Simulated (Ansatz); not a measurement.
Ansatz (a first-principles code) input (PBE/6-31G* with LANL2DZ past Ar): The .json file joins the Basis Set Exchange's 6-31G* for atoms up to Ar and LANL2DZ past it.

Ansatz 0.2 input:
```yaml
crystal:
  periodic: [false, false, false]
  atoms:
    - {symbol: N, position_ang: [1.81160900, -0.28985500, 0.03908800]}
    - {symbol: Ge, position_ang: [0.05294600, 0.08203600, 0.14480600]}
    - {symbol: N, position_ang: [-0.92726700, -0.83176900, 1.34751900]}
    - {symbol: N, position_ang: [-0.47920600, 1.74935200, -0.27856900]}
    - {symbol: N, position_ang: [-0.56818800, -0.88036500, -1.55398100]}
    - {symbol: H, position_ang: [2.40511200, 0.32245000, -0.50391600]}
    - {symbol: H, position_ang: [2.27288500, -0.56986000, 0.89343800]}
    - {symbol: H, position_ang: [-0.55559100, -1.69444500, 1.72123200]}
    - {symbol: H, position_ang: [-1.38060200, -0.29372000, 2.07283500]}
    - {symbol: H, position_ang: [-1.42863600, 2.02412500, -0.06620600]}
    - {symbol: H, position_ang: [0.16465600, 2.50123100, -0.07556500]}
    - {symbol: H, position_ang: [-1.45823700, -1.35142000, -1.39422300]}
    - {symbol: H, position_ang: [-0.68947300, -0.21647900, -2.31827800]}
    - {symbol: H, position_ang: [0.11698400, -1.57856300, -1.84149500]}
basis:
  gaussian:
    orbitals: 6-31Gs+LANL2DZ.json
hamiltonian:
  xc: {name: PBE}
total_charge: 1
relax: {f_tol: 0.003, max_steps: 120}
```

Output:

```
Functional definition: PBE
integrals: 0.04 GiB planned
1266 factors; their error is unknown
mean field: 0.22 GiB planned
mean field evaluation 1: about -6161.8901 eV, gradient 1.3e2 eV
mean field evaluation 2: about -6102.8380 eV, gradient 1.9e2 eV
mean field evaluation 4: about -6196.7310 eV, gradient 1.6e1 eV
mean field evaluation 8: about -6197.2202 eV, gradient 5.6e-2 eV
mean field evaluation 16: about -6197.1740 eV, gradient 5.0e-5 eV
mean field -6197.17400857 eV, -227.7419442197 hartree, gradient 5.0e-5 eV, S^2 0.000000; 0 other end points of the search recorded, 0 dependent functions left out
the calculation of the forces begins
reference -6197.17404113 eV, -227.7419454161 hartree; 20, 20 occupied and 66, 66 virtual orbitals, 1266 factors
relax step   1: F+E_penalty+E_count = -6197.17400857 eV  Δ(F+E_penalty+E_count) = +0.000e0 eV  max|allowed force component| = 4.932e-1 eV/Å  Δτ_max = 0.0000 Å  (25 SCF iters, accepted)
these checks for a lower state are left out or cut short: starts, cluster_reference, orbital_swaps, neighbouring_geometries, increment
integrals: 0.04 GiB planned
1266 factors; their error is unknown
mean field: 0.22 GiB planned
mean field -6197.22098453 eV, -227.7436705541 hartree, gradient 1.5e-5 eV, S^2 0.000000; 0 other end points of the search recorded, 0 dependent functions left out
the calculation of the forces begins
reference -6197.22101753 eV, -227.7436717669 hartree; 20, 20 occupied and 66, 66 virtual orbitals, 1266 factors
relax step   2: F+E_penalty+E_count = -6197.22098453 eV  Δ(F+E_penalty+E_count) = -4.698e-2 eV  max|allowed force component| = 1.053e-1 eV/Å  Δτ_max = 0.0715 Å  (26 SCF iters, accepted)
these checks for a lower state are left out or cut short: starts, cluster_reference, orbital_swaps, neighbouring_geometries, increment
integrals: 0.04 GiB planned
1266 factors; their error is unknown
mean field: 0.22 GiB planned
mean field -6197.22664545 eV, -227.7438785891 hartree, gradient 1.6e-5 eV, S^2 0.000000; 0 other end points of the search recorded, 0 dependent functions left out
the calculation of the forces begins
reference -6197.22667880 eV, -227.7438798149 hartree; 20, 20 occupied and 66, 66 virtual orbitals, 1266 factors
relax step   3: F+E_penalty+E_count = -6197.22664545 eV  Δ(F+E_penalty+E_count) = -5.661e-3 eV  max|allowed force component| = 1.866e-1 eV/Å  Δτ_max = 0.0764 Å  (28 SCF iters, accepted)
these checks for a lower state are left out or cut short: starts, cluster_reference, orbital_swaps, neighbouring_geometries, increment
integrals: 0.04 GiB planned
1266 factors; their error is unknown
mean field: 0.22 GiB planned
mean field evaluation 32: about -6197.2758 eV, gradient 1.4e0 eV
mean field -6197.23038888 eV, -227.7440161577 hartree, gradient 1.5e-5 eV, S^2 0.000000; 0 other end points of the search recorded, 0 dependent functions left out
the calculation of the forces begins
reference -6197.23042216 eV, -227.7440173807 hartree; 20, 20 occupied and 66, 66 virtual orbitals, 1266 factors
relax step   4: F+E_penalty+E_count = -6197.23038888 eV  Δ(F+E_penalty+E_count) = -3.743e-3 eV  max|allowed force component| = 5.649e-2 eV/Å  Δτ_max = 0.0134 Å  (28 SCF iters, accepted)
these checks for a lower state are left out or cut short: starts, cluster_reference, orbital_swaps, neighbouring_geometries, increment
integrals: 0.04 GiB planned
1266 factors; their error is unknown
mean field: 0.22 GiB planned
mean field -6197.22759552 eV, -227.7439135037 hartree, gradient 1.5e-5 eV, S^2 0.000000; 0 other end points of the search recorded, 0 dependent functions left out
the calculation of the forces begins
reference -6197.22762884 eV, -227.7439147281 hartree; 20, 20 occupied and 66, 66 virtual orbitals, 1266 factors
relax step   5: F+E_penalty+E_count = -6197.22759552 eV  Δ(F+E_penalty+E_count) = +2.793e-3 eV  max|allowed force component| = 2.731e-1 eV/Å  Δτ_max = 0.0386 Å  (27 SCF iters, rejected (line search))
these checks for a lower state are left out or cut short: starts, cluster_reference, orbital_swaps, neighbouring_geometries, increment
integrals: 0.04 GiB planned
1266 factors; their error is unknown
mean field: 0.22 GiB planned
mean field -6197.23114500 eV, -227.7440439447 hartree, gradient 1.5e-5 eV, S^2 0.000000; 0 other end points of the search recorded, 0 dependent functions left out
the calculation of the forces begins
reference -6197.23117826 eV, -227.7440451669 hartree; 20, 20 occupied and 66, 66 virtual orbitals, 1266 factors
relax step   6: F+E_penalty+E_count = -6197.23114500 eV  Δ(F+E_penalty+E_count) = -7.561e-4 eV  max|allowed force component| = 4.419e-2 eV/Å  Δτ_max = 0.0126 Å  (29 SCF iters, accepted)
these checks for a lower state are left out or cut short: starts, cluster_reference, orbital_swaps, neighbouring_geometries, increment
integrals: 0.04 GiB planned
1266 factors; their error is unknown
mean field: 0.22 GiB planned
mean field -6197.23143137 eV, -227.7440544684 hartree, gradient 1.5e-5 eV, S^2 0.000000; 0 other end points of the search recorded, 0 dependent functions left out
the calculation of the forces begins
reference -6197.23146464 eV, -227.7440556912 hartree; 20, 20 occupied and 66, 66 virtual orbitals, 1266 factors
relax step   7: F+E_penalty+E_count = -6197.23143137 eV  Δ(F+E_penalty+E_count) = -2.864e-4 eV  max|allowed force component| = 1.657e-2 eV/Å  Δτ_max = 0.0084 Å  (30 SCF iters, accepted)
these checks for a lower state are left out or cut short: starts, cluster_reference, orbital_swaps, neighbouring_geometries, increment
integrals: 0.04 GiB planned
1266 factors; their error is unknown
mean field: 0.22 GiB planned
mean field evaluation 64: about -6197.2315 eV, gradient 1.7e-5 eV
mean field -6197.23145627 eV, -227.7440553835 hartree, gradient 1.7e-5 eV, S^2 0.000000; 0 other end points of the search recorded, 0 dependent functions left out
the calculation of the forces begins
reference -6197.23148955 eV, -227.7440566065 hartree; 20, 20 occupied and 66, 66 virtual orbitals, 1266 factors
relax step   8: F+E_penalty+E_count = -6197.23145627 eV  Δ(F+E_penalty+E_count) = -2.490e-5 eV  max|allowed force component| = 2.705e-3 eV/Å  Δτ_max = 0.0048 Å  (21 SCF iters, accepted)
these checks for a lower state are left out or cut short: starts, cluster_reference, orbital_swaps, neighbouring_geometries, increment
integrals: 0.04 GiB planned
1266 factors; their error is unknown
mean field: 0.22 GiB planned
mean field -6197.23146535 eV, -227.7440557174 hartree, gradient 1.9e-5 eV, S^2 0.000000; 0 other end points of the search recorded, 0 dependent functions left out
the calculation of the forces begins
reference -6197.23149864 eV, -227.7440569405 hartree; 20, 20 occupied and 66, 66 virtual orbitals, 1266 factors
relax step   9: F+E_penalty+E_count = -6197.23146535 eV  Δ(F+E_penalty+E_count) = -9.087e-6 eV  max|allowed force component| = 3.267e-3 eV/Å  Δτ_max = 0.0056 Å  (20 SCF iters, accepted)
these checks for a lower state are left out or cut short: starts, cluster_reference, orbital_swaps, neighbouring_geometries, increment
integrals: 0.04 GiB planned
1266 factors; their error is unknown
mean field: 0.22 GiB planned
mean field -6197.23146977 eV, -227.7440558795 hartree, gradient 2.1e-5 eV, S^2 0.000000; 0 other end points of the search recorded, 0 dependent functions left out
the calculation of the forces begins
reference -6197.23150305 eV, -227.7440571027 hartree; 20, 20 occupied and 66, 66 virtual orbitals, 1266 factors
relax step  10: F+E_penalty+E_count = -6197.23146977 eV  Δ(F+E_penalty+E_count) = -4.411e-6 eV  max|allowed force component| = 2.039e-3 eV/Å  Δτ_max = 0.0068 Å  (20 SCF iters, accepted)
integrals: 0.04 GiB planned
1266 factors; their error is unknown
mean field: 0.22 GiB planned
mean field evaluation 96: about -6197.2315 eV, gradient 4.2e-5 eV
mean field -6197.23146977 eV, -227.7440558795 hartree, gradient 3.3e-5 eV, S^2 0.000000; 1 other end points of the search recorded, 0 dependent functions left out
the calculation of the forces begins
reference -6197.23150305 eV, -227.7440571027 hartree; 20, 20 occupied and 66, 66 virtual orbitals, 1266 factors
Total energy: -6197.23150305 eV, -227.7440571027 hartree
Atom 0 at     1.825207    -0.332418     0.051591 Å, force    -0.000313    -0.000160     0.000259 eV/Å
Atom 1 at     0.063118     0.097965     0.172867 Å, force     0.001593     0.001321     0.002020 eV/Å
Atom 2 at    -0.972249    -0.820753     1.351385 Å, force     0.000303     0.000045    -0.001020 eV/Å
Atom 3 at    -0.452788     1.773435    -0.308312 Å, force    -0.000241    -0.000866    -0.000269 eV/Å
Atom 4 at    -0.564806    -0.875283    -1.544995 Å, force    -0.001758    -0.001221    -0.002039 eV/Å
Atom 5 at     2.405219     0.229802    -0.578246 Å, force    -0.000379    -0.000062    -0.000143 eV/Å
Atom 6 at     2.318546    -0.481341     0.935788 Å, force     0.000026    -0.000185    -0.000358 eV/Å
Atom 7 at    -0.639926    -1.741841     1.651976 Å, force     0.000017    -0.000014    -0.000404 eV/Å
Atom 8 at    -1.315562    -0.295852     2.160075 Å, force    -0.000229    -0.000043    -0.000417 eV/Å
Atom 9 at    -1.440210     2.016074    -0.184536 Å, force     0.000023    -0.000249    -0.000126 eV/Å
Atom 10 at     0.136505     2.542624     0.021002 Å, force    -0.000013    -0.000233    -0.000359 eV/Å
Atom 11 at    -1.431519    -1.406159    -1.367028 Å, force     0.001815     0.001105    -0.000541 eV/Å
Atom 12 at    -0.750845    -0.197723    -2.300639 Å, force     0.000376    -0.001292     0.001946 eV/Å
Atom 13 at     0.156302    -1.535813    -1.874244 Å, force    -0.001220     0.001855     0.001452 eV/Å
Dipole moment:    -0.105503    -0.163478    -0.288392 e Å
```

The dipole moment of an ion depends on the origin.

The geometry given is a B3LYP-D3(BJ)/def2-TZVP minimum.
